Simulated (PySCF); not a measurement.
**Dipole moment and polarisability of TaSCl3**

TaSCl3 (singlet state).
Cartesian coordinates in Å at the PBE0-D3(BJ)/def2-SVP level; atoms count from 1:
```
atom  x, y, z in Å
Ta1   -0.004    0.005   -0.010
S2     0.055   -0.158    2.123
Cl3    2.149    0.063   -0.757
Cl4   -1.133    1.924   -0.510
Cl5   -1.067   -1.834   -0.846
```

Level: CAM-B3LYP/def2-SVPD (PySCF), static field, nuclei fixed, core orbitals frozen in the response. The polarisability tensor in these axes (au):

```
x    97.39  -0.46   0.29
y    -0.46  97.62  -0.49
z     0.29  -0.49 111.00
```

Problem. What are the eigenvalues, a third of the trace, and Δα (Δα² = ½Σ(αi − αj)² over the three pairs)?

Solution. Principal values 97.03, 97.96 and 111.03 au; mean 102.00 au = 15.12 Å³ = 16.82 × 10⁻⁴⁰ C²·m²/J; Δα = 13.56 au (13 % of the mean).

Problem. What is the dipole moment, and where does it point?

Solution. (-0.03, 0.11, -1.04) D, 1.05 D in size, pointing from the negative to the positive side. Measured along this direction, the outermost atoms are S2 at the negative end and Cl4, Cl3 and Cl5 at the positive end.

Problem. How large is μ²/3kT at 500 K beside α?

Solution. In Gaussian units μ²/3kT = 5.32 Å³ against 15.12 Å³, a ratio of 0.35; the Debye molar polarisation (4π/3)N_A(α + μ²/3kT) is 51.6 cm³/mol, leaving out the vibrational part.

Problem. What depolarisation ratio follows for Rayleigh scattering of linearly polarised light, taking the static tensor?

Solution. ρ = 3Δα²/(45ᾱ² + 4Δα²) = 551.3/(468222 + 735.1) = 0.00118.

Problem. Along which axes do the principal values lie, and how far do the nuclei extend along each?

Solution. Largest value along (0.02, -0.04, 1.00), where the nuclei span 2.93 Å; middle along (-0.62, 0.79, 0.04), 3.50 Å; least along (0.79, 0.62, 0.01), 3.70 Å. The strongest response doesn't lie along the longest of the three spans.

Problem. What would n − 1 = 2πNα be for an ideal gas of these molecules at 298.15 K and 1 atm, electronic part alone?

Solution. N = p/kT = 2.4615 × 10¹⁹ cm⁻³, so n − 1 = 2π × N × 15.12 × 10⁻²⁴ cm³ = 2338 × 10⁻⁶ at long wavelengths, for an ideal gas.

Isolated species at its PBE0-D3(BJ)/def2-SVP geometry, gas phase. Atoms past krypton carry effective core potentials; spin–orbit coupling is left out.

These values come from a run that also computed excited states. On one thread, Arm Neoverse V2, no GPU, on a shared host, this took 20 s wall.
